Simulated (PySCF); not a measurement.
Magnesium: a sound run and one with changed settings

Sound run: Mg²⁺ [Ne], Mg³⁺ [He] 2s2 2p5. Calculation: PySCF 2.14, in aug-cc-pVDZ-DK; scalar relativity by spin-free X2C-1e. In the sound run the correlated levels freeze [He] 2s2. The sound run starts from symmetry-adapted Hartree-Fock orbitals and uses a fine grid where one is needed.

Changed run: the non-relativistic Hamiltonian (point nucleus). This setting is unsound on purpose.

| species | method | sound run (hartree) | changed run (hartree) | converged |
| --- | --- | --- | --- | --- |
| Mg²⁺ | UHF | -199.12896 | -198.77384 | yes |
| Mg²⁺ | B3LYP | -199.54796 | -199.19314 | yes |
| Mg²⁺ | BP86 | -199.54905 | -199.19424 | yes |
| Mg²⁺ | MP2 | -199.13079 | -198.77569 | yes |
| Mg²⁺ | CCSD(T) | -199.13077 | -198.77567 | yes |
| Mg³⁺ | UHF | -196.15164 | -195.80067 | yes |
| Mg³⁺ | B3LYP | -196.50792 | -196.15708 | yes |
| Mg³⁺ | BP86 | -196.51475 | -196.16389 | yes |
| Mg³⁺ | MP2 | -196.15207 | -195.80111 | yes |
| Mg³⁺ | CCSD(T) | -196.15209 | -195.80113 | yes |

Ionisation energy of Mg²⁺:

```
 method  sound run (eV)  changed run (eV)
    UHF          81.017            80.904
  B3LYP          82.724            82.615
   BP86          82.568            82.460
    MP2          81.055            80.942
SCS-MP2          81.053            80.940
   CCSD          81.053            80.940
CCSD(T)          81.054            80.941
```

Most of the change in total energy is the relativistic energy itself. On top of that the contraction fixes the core shape for the Hamiltonian it was made with, so the changed run is not a good calculation with the other Hamiltonian either.

For comparison, NIST gives 80.144 eV between the lowest levels.
